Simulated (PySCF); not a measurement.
**Electron correlation in Li (lithium, neutral)**

[He] 2p1, 2P determinant (an excited configuration). Calculation: PySCF 2.14, in x2c-QZVPPall with one added diffuse shell each of s, p type (7s5p2d1f, 39 functions); the spin-free X2C one-electron Hamiltonian (Gaussian nucleus). Frozen: nothing; 3 electrons correlated.

```json
{"level": "CCSD", "correlation energy (mhartree)": "-23.50"}
{"level": "(T)", "correlation energy (mhartree)": "-0.02"}
{"level": "CCSD(T)", "correlation energy (mhartree)": "-23.52"}
{"level": "CCSDT", "correlation energy (mhartree)": "-23.52"}
```

Diagnostics: T1 = 0.0056, D1 = 0.0128, largest double amplitude 0.019.

Cost of the coupled-cluster step: about 1.8 core-seconds, for 3 correlated electrons.

This basis was not built for core-valence correlation, so the inner-shell part is incomplete.
